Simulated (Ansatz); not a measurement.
Z-matrix (Å, degrees):
```
Si
N 1 1.714
C 1 2.269 2 40.4
I 1 2.467 2 117.0 3 104.4
N 1 1.714 2 79.7 3 -10.9
H 1 1.477 2 119.7 3 -129.2
H 2 1.004 1 132.6 3 -132.6
H 3 1.097 1 134.0 2 -81.7
H 3 1.098 1 116.8 2 98.3
H 5 1.004 1 132.9 2 144.1
```

Total charge 0; spin multiplicity 1. I: def2 effective core potential.

Problem. List the PBE/def2-TZVPP orbital energies in eV (Ansatz). (Estimate.)

Solution. The calculation gave: Occupied: -1780.70, -380.33, -380.33, -270.83, -179.52, -138.28, -126.85, -126.68, -126.66, -95.07, -95.04, -94.96, -48.97, -48.91, -48.90, -48.76, -48.76, -23.70, -20.32, -17.25, -15.89, -14.35, -11.69, -11.40, -10.72, -10.09, -8.57, -8.39, -6.69, -6.38, -5.91, -5.84. Lowest empty: -0.99, -0.79, 0.24, 1.03, 1.34, 1.49, 1.95, 2.25.
